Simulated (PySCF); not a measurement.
**SnO⁺: energy against distance**

Set-up: PySCF, scalar-relativistic core potentials, basis sets Sn def2-TZVPPD with ECP28, O def2-TZVPPD. Energies in eV from Sn⁺ + O in their ground configurations at the same level. State: ²Π (doublet), unpaired electrons π ↑.

All columns are BP86. A positive dipole points towards O; it is taken about the centre of mass and depends on that origin.

| R (Å) | E (eV) | μ (D) | Mulliken charge on Sn (basis-dependent) | HOMO (eV) | LUMO (eV) | Mayer bond order | ⟨S²⟩ |
| --- | --- | --- | --- | --- | --- | --- | --- |
| 1.699 | -2.169 | -1.15 | 1.11 | -14.10 | -14.64 | 1.16 | 0.75 |
| 1.778 | -2.949 | -1.48 | 1.15 | -14.11 | -14.15 | 1.12 | 0.75 |
| 1.857 | -3.395 | -1.80 | 1.19 | -14.07 | -13.69 | 1.09 | 0.75 |
| 1.917 | -3.571 | -2.03 | 1.22 | -14.01 | -13.37 | 1.08 | 0.75 |
| 1.976 | -3.647 | -2.25 | 1.25 | -13.87 | -13.07 | 1.07 | 0.76 |
| 2.035 | -3.647 | -2.47 | 1.27 | -13.59 | -12.80 | 1.06 | 0.76 |
| 2.114 | -3.560 | -2.73 | 1.29 | -13.25 | -12.46 | 1.06 | 0.76 |
| 2.213 | -3.359 | -3.03 | 1.31 | -12.87 | -12.10 | 1.06 | 0.76 |
| 2.332 | -3.039 | -3.34 | 1.32 | -12.47 | -11.74 | 1.08 | 0.78 |
| 2.490 | -2.559 | -3.63 | 1.30 | -12.05 | -11.40 | 1.10 | 0.82 |

A fit through these points gives, at Re = 2.005 Å, μ = -2.36 D and dμ/dR = -3.58 D/Å; the reduced mass is 14.11 u.

Problem. How strong is the fundamental in the double-harmonic approximation, I = 42.26·(dμ/dR)²/μred km/mol?

Solution. I = 42.26·(-3.58)²/14.11 = 38.4 km/mol at BP86.

These are scalar-relativistic numbers at best; spin–orbit coupling would shift them, the dissociation energy most. For an ion De counts to the pair picked by the measured ionisation energies or electron affinities, which need not be the lowest pair at this level. The state is the lowest determinant that a PBE0 search found; another state may lie lower at other levels.

At some distances an empty level lies below a filled one, because the occupation is held.
